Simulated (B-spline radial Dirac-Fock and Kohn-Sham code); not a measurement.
Elastic electron scattering at 200 keV, H to K

The computed values come from a radial atomic solver: relativistic (Dirac) partial waves in the static field of the Dirac-Fock atom with Furness-McCarthy exchange, without polarisation or absorption potentials. σ_tr1 and σ_tr2 weight the cross section with 1 − P₁ and 1 − P₂ of cos θ; "backward" is the share scattered beyond 90°.

```
 Z  element   σ (a₀²)  σ_tr1 (a₀²)  σ_tr2 (a₀²)  backward (%)  dσ/dΩ at 90° (a₀²/sr)
 1        H  0.000807     3.73e-07     1.03e-06        0.0016               4.77e-09
 2       He   0.00122     1.33e-06     3.64e-06        0.0043               1.92e-08
 3       Li   0.00794     2.97e-06     8.08e-06        0.0015               4.34e-08
 4       Be    0.0126     5.25e-06     1.43e-05        0.0017               7.76e-08
 5        B    0.0159     8.13e-06     2.21e-05        0.0021               1.22e-07
 6        C    0.0179     1.16e-05     3.14e-05        0.0027               1.76e-07
 7        N    0.0193     1.56e-05     4.21e-05        0.0034               2.42e-07
 8        O    0.0203     2.00e-05     5.42e-05        0.0043               3.17e-07
 9        F    0.0211     2.50e-05     6.75e-05        0.0052               4.04e-07
10       Ne    0.0217     3.05e-05     8.21e-05        0.0063               5.02e-07
12       Mg    0.0450     4.35e-05     0.000117        0.0044               7.33e-07
13       Al    0.0570     5.09e-05     0.000137        0.0041               8.67e-07
14       Si    0.0656     5.89e-05     0.000158        0.0042               1.01e-06
15        P    0.0721     6.75e-05     0.000181        0.0044               1.17e-06
16        S    0.0772     7.66e-05     0.000205        0.0047               1.34e-06
17       Cl    0.0812     8.62e-05     0.000231        0.0051               1.53e-06
18       Ar    0.0846     9.65e-05     0.000258        0.0055               1.73e-06
19        K     0.111     0.000107     0.000287        0.0047               1.94e-06
```
